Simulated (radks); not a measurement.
Task: Dipole-allowed excitations along the series with 2 electrons in [He]. All-electron calculation, non-relativistic Kohn-Sham, LDA (Slater exchange, Perdew-Wang correlation), spin-polarised, spherical densities, point nucleus. Program: a radial shooting solver on a logarithmic mesh with Libxc functionals. Time-dependent linear response with the Hartree and adiabatic LDA kernel, continuum included through the Sternheimer equations. Lines are the poles of the dipole polarisability below minus the highest occupied eigenvalue, found on a grid refined at the orbital gaps; the lowest seven at most are given, and weak or close lines can be missed. The first line takes the name of the lowest orbital gap if no other gap lies below it; otherwise a line is named after a gap within 0.6 % of it, if that gap stands alone.

| species | -e(HOMO) (eV) | lowest orbital gap (eV) | first line (eV) | f | static alpha (bohr^3) |
|---|---|---|---|---|---|
| Be2+ | 130.78 | 1s-2p 113.89 | 114.04 (1s-2p) | 0.399 | 0.05667 |
| C4+ | 354.65 | 1s-2p 292.48 | 293.16 (1s-2p) | 0.554 | 0.009450 |
| N5+ | 507.37 | 1s-2p 412.34 | 413.31 (1s-2p) | 0.596 | 0.004870 |

Estimate the first line of B3+, its oscillator strength and the static polarisability.

Result: 193.41 eV (1s-2p), f = 0.493, alpha = 0.02094 bohr^3.
